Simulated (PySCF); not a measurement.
Species: C4H7FOSi.
SMILES with atom numbers: `[CH2:1]=[C:2]1[CH2:3][C@H:4]1[O:5][SiH2:6][F:7]` (hydrogens: H8, H9 on C1; H10, H11 on C3; H12 on C4; H13, H14 on Si6)

Method used: TDDFT wB97X-D/def2-SVPD, vertical, gas phase, core orbitals frozen in the response (PySCF 2.14.0, density-fitted response routines). The structure is a single GFN2-xTB conformer in the gas phase; no vibrational or solvent corrections. Torsions of this conformer, `[CH2:1]=[C:2]1[CH2:3][C@H:4]1[O:5][SiH2:6][F:7]`: C3–C4–O5–Si6 147°, C4–O5–Si6–F7 64°.

Broadening: Gaussians 0.5 eV wide at half height, area fixed by f = 4.319×10⁻⁹ ∫ε dν̃. The width is an assumption, not a result. The curve ends short of the highest state used, and states not computed would add to its high-energy end.

λ (nm), ε (L mol⁻¹ cm⁻¹) and a bar:
```
    157.9       6412 ###########
    160.0       8170 ##############
    162.0      10616 ##################
    164.1      13887 ########################
    166.2      16713 #############################
    168.3      17582 ##############################
    170.4      15953 ###########################
    172.4      12868 ######################
    174.5       9440 ################
    176.6       6837 ############
    178.7       5240 #########
    180.8       4271 #######
    182.8       3532 ######
    184.9       2747 #####
    187.0       1963 ###
    189.1       1280 ##
    191.1        794 #
    193.2        465 #
    195.3        289 
    197.4        211 
    199.5        185 
    201.5        176 
    203.6        166 
    205.7        148 
    207.8        124 
    209.9         96 
    211.9         71 
    214.0         48 
    216.1         31 
    218.2         18 
    220.3         10 
    222.3          6 
    224.4          3 
    226.5          1 
    228.6          1 
    230.7          0
```

(1) Where are the band maxima, and which computed states make them?

(2) Coming from long wavelengths, where does ε first pass 100 L mol⁻¹ cm⁻¹?

(3) On this curve, what absorbance would a 10⁻⁴ mol/L sample give at 193 nm over a 1 cm path?

## Answers

(1) 168 nm (7.38 eV), ε about 18000, made up of S3 (95%) (ε in L mol⁻¹ cm⁻¹; maxima over ε = 5, shares over 10%). The states used: S1 6.13 eV (f 0.0030); S2 6.85 eV (f 0.062); S3 7.37 eV (f 0.311); S4 7.76 eV (f 0.051); S5 7.84 eV (f 0.026); S6 8.01 eV (f 0.028); S7 8.37 eV (f 0.017); S8 8.45 eV (f 0.014).

(2) At about 210 nm (5.92 eV), 0.21 eV below S1.

(3) 193 nm is 6.424 eV, where ε is about 490 L mol⁻¹ cm⁻¹, so A = ε c l ≈ 0.049 (Beer–Lambert, with the gas-phase spectrum and the assumed width).

The run took 70 s wall on one thread, Arm Neoverse N1 (aarch64) (shared host), and the process peaked at 0.85 GiB of memory.
